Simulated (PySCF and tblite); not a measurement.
Results of a calculation; reference values are marked as such.
4 diastereomers of C₇H₁₀F₂, numbered alike:

```json
{"isomer": "A", "SMILES": "[F:1][C@@H:2]1[CH2:3][CH2:4][CH2:5][C@:6]2([F:7])[CH2:8][C@H:9]12", "descriptors (one enantiomer)": "2R, 6S, 9R"}
{"isomer": "B", "SMILES": "[F:1][C@@H:2]1[CH2:3][CH2:4][CH2:5][C@@:6]2([F:7])[CH2:8][C@H:9]12", "descriptors (one enantiomer)": "2R, 6R, 9R"}
{"isomer": "C", "SMILES": "[F:1][C@H:2]1[CH2:3][CH2:4][CH2:5][C@@:6]2([F:7])[CH2:8][C@H:9]12", "descriptors (one enantiomer)": "2S, 6R, 9R"}
{"isomer": "D", "SMILES": "[F:1][C@H:2]1[CH2:3][CH2:4][CH2:5][C@:6]2([F:7])[CH2:8][C@H:9]12", "descriptors (one enantiomer)": "2S, 6S, 9R"}
```

Each isomer is a Boltzmann average at 298.15 K over at most 2 conformers: GFN2-xTB geometries, energies PBE0/def2-SVP (IEF-PCM, chloroform) (D3(BJ) added where defined), GIAO shieldings KT2/pcSseg-1 (IEF-PCM, chloroform), GFN2-xTB thermal terms. Programs: PySCF with density fitting and tblite.

**Question.** What shifts does each isomer give (ppm; of two unlike H on one atom, a is the less shielded)?

**Answer.** 
A: ¹H (against TMS): 5.62 (H2, 1H), 2.49 (H5a, 1H), 2.30 (H5b, 1H), 1.98 (H9, 1H), 1.67 (H3a, 1H), 1.61 (H4a, 1H), 1.60 (H3b, 1H), 1.48 (H4b, 1H), 1.25 (H8a, 1H), 1.00 (H8b, 1H). ¹³C (against TMS): 90.9 (C2), 82.6 (C6), 34.7 (C3), 33.7 (C5), 26.8 (C9), 21.2 (C4), 13.7 (C8).

B: ¹H (against TMS): 5.97 (H2, 1H), 2.65 (H5a, 1H), 2.34 (H3a, 1H), 2.31 (H8a, 1H), 2.23 (H3b, 1H), 2.18 (H8b, 1H), 2.07 (H5b, 1H), 1.93 (H4a, 1H), 1.58 (H4b, 1H), -0.04 (H9, 1H). ¹³C (against TMS): 93.1 (C2), 80.3 (C6), 37.6 (C3), 34.4 (C5), 29.6 (C8), 26.6 (C4), 23.3 (C9).

C: ¹H (against TMS): 5.50 (H2, 1H), 2.52 (H3a, 1H), 2.42 (H5a, 1H), 2.21 (H8a, 1H), 2.16 (H8b, 1H), 2.13 (H4a, 1H), 2.08 (H5b, 1H), 2.00 (H4b, 1H), 1.99 (H3b, 1H), 0.43 (H9, 1H). ¹³C (against TMS): 96.0 (C2), 82.4 (C6), 38.7 (C3), 33.6 (C5), 30.9 (C8), 27.6 (C4), 25.7 (C9).

D: ¹H (against TMS): 5.17 (H2, 1H), 2.49 (H5a, 1H), 2.19 (H5b, 1H), 1.91 (H4a, 1H), 1.88 (H9, 1H), 1.80 (H3a, 1H), 1.36 (H3b, 1H), 1.34 (H8a, 1H), 1.24 (H4b, 1H), 0.19 (H8b, 1H). ¹³C (against TMS): 94.5 (C2), 82.0 (C6), 35.3 (C5), 33.2 (C3), 28.0 (C9), 21.4 (C4), 17.4 (C8).

**Question.** Which carbons tell the isomers apart best?

**Answer.** C8: 13.7 in A, 29.6 in B, 30.9 in C, 17.4 in D; C4: 21.2 in A, 26.6 in B, 27.6 in C, 21.4 in D; C3: 34.7 in A, 37.6 in B, 38.7 in C, 33.2 in D ppm.

Shifts are unscaled: against experiment ¹³C can be off by 15 ppm or more and ¹H by 0.8 ppm.
